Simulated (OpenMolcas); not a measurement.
**Mn2+: moving the ligands**

Mn2+ with 4 ligands (sulfide) in square-planar coordination (D4h) at 2.44 Å. A charge of +1.5 e stands 2.6 Å behind each ligand. Ligand basis ANO-RCC-VDZP.
```
Mn    0.0000    0.0000    0.0000
S     2.4400    0.0000    0.0000
S     0.0000    2.4400    0.0000
S    -2.4400    0.0000    0.0000
S     0.0000   -2.4400    0.0000
```

```yaml
Program: OpenMolcas
Method: "SS-CASPT2, IPEA 0.25 Eh, imaginary shift 0.1 Eh (closed shells correlated: 3s 3p and the ligand valence shells)"
Basis: ANO-RCC-VDZP [5s4p2d1f]
Scalar_Hamiltonian: DKH2, point nucleus
Active_space: 5 electrons in 5 orbitals (3d)
State_averaging: 2S+1 = 6 even, 1 root; 2S+1 = 4 even, 24 roots; 2S+1 = 2 even, 75 roots
Spin-orbit_coupling: state interaction with AMFI integrals over the reference wave functions
```

Runs around this geometry, states (labels of D4, the rotations of D4h). Energies in cm-1 above the lowest state or level, χT in cm3 K/mol.

```
R (Å)  Ground state  First gap with spin-orbit (degeneracies)  χT at 300 K  First state of another spin
 2.34           6A1                                  0 (2, 2)        4.386                    4B1 22240
 2.44           6A1                                  0 (2, 2)        4.386                    4B1 23810
 2.57           6A1                                  0 (2, 2)        4.386                    4B1 25210
```

Over all roots computed the reference weight is 0.68 to 0.71 in R = 2.34, 0.69 to 0.71 in R = 2.44, 0.69 to 0.72 in R = 2.57; a low but even weight reflects the number of correlated electrons. The sulfide ions are held by bare point charges, a crude embedding. Ligand-to-metal charge-transfer states are missing. With no ligand orbital active B as a rule stays too high, so bands that hang on it stand too high and its fall with covalency is understated. Free-ion shares, where given, are those of the reference states; single-state CASPT2 does not remix them. No measured value stands beside these numbers; the geometry is a model, was not optimised and need not be the one that this ion takes.
